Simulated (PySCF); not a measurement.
**MC anions for M along the chalcogens**

r²SCAN with double-zeta basis sets in PySCF, for the lowest determinant that a PBE0 search found; no spin–orbit coupling. De refers to high-spin ground-configuration atoms (the charge goes to the atom of lower measured ionisation energy or higher electron affinity, which is not always the lowest computed limit). A positive dipole points towards C; it is taken about the centre of mass and depends on that origin.

| M | basis | charged atom | state (unpaired electrons) | Re (Å) | ωe (cm⁻¹) | De (eV) | μ (D) |
| --- | --- | --- | --- | --- | --- | --- | --- |
| S | aug-cc-pVDZ/aug-cc-pV(D+d)Z | S− | doublet (π ↑) | 1.636 | 1004 | 5.43 | -2.65 |
| Se | aug-cc-pVDZ-DK | Se− | doublet (π ↑) | 1.790 | 799 | 4.59 | -3.57 |
| Te | aug-cc-pVDZ-PP/aug-cc-pVDZ | Te− | doublet (π ↑) | 2.021 | 665 | 3.76 | -3.83 |

The shortest bond is that of CS⁻ (1.636 Å), the longest that of TeC⁻ (2.021 Å). CS⁻ is bound most strongly (5.43 eV) and TeC⁻ least (3.76 eV).

The rows differ in basis set, which adds steps of its own.

Relativity is treated differently too: S no relativity; Se spin-free X2C; Te scalar-relativistic core potentials.

Down a group bonds as a rule get longer and wavenumbers fall, partly through the reduced mass; this series shows no clear exception.

These are scalar-relativistic numbers at best; spin–orbit coupling would shift them, the dissociation energy most. For an ion De counts to the pair picked by the measured ionisation energies or electron affinities, which need not be the lowest pair at this level. The highest Kohn–Sham level is positive in some of these anions. Much of that is self-interaction error, but it also means that the finite basis helps to hold the extra electron. States were picked by a PBE0 search and need not be the measured ground states.
